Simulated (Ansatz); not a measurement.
Consider the cleavage of the Al–Ge bond: `[CH3][Ge]([F])([F])[AlH2]` + `C[SiH](N)Cl` → `C[SiH](Cl)[NH][AlH2]` + `[CH3][GeH]([F])[F]`.

Computed with Ansatz on PBE0-D4/def2-TZVP structures; ΔE is electronic, products minus reactants. CBS: MP2 limit from def2 TZ/QZ plus the TZ coupled-cluster correction, frozen cores. DFT in def2-TZVPP. B3LYP here is the variant with VWN-RPA as its local correlation; programs differ in this. For Ge outer-core shells are correlated without core-valence functions, which leaves a few kJ/mol of doubt a bond. Scalar relativity is left out up to krypton. Each species was taken in one conformer, which may not be the lowest.

CCSD(T)/CBS gives -20.4 kcal/mol.

**Question.** Another level gave -16.1 kcal/mol. Which?
A. B3LYP/def2-TZVPP
B. SCS-MP2/def2-TZVPP
C. PBE-D4/def2-TZVPP
D. r2SCAN/def2-TZVPP

**Answer.** C. PBE-D4 -16.1, B3LYP -18.3, r2SCAN -19.7, SCS-MP2/def2-TZVPP -22.7 kcal/mol.

Largest T1 diagnostic among the species: 0.012.

From PBE to PBE0 (25 % exact exchange), in def2-TZVPP and without D4, ΔE moves by −1.6 kcal/mol.
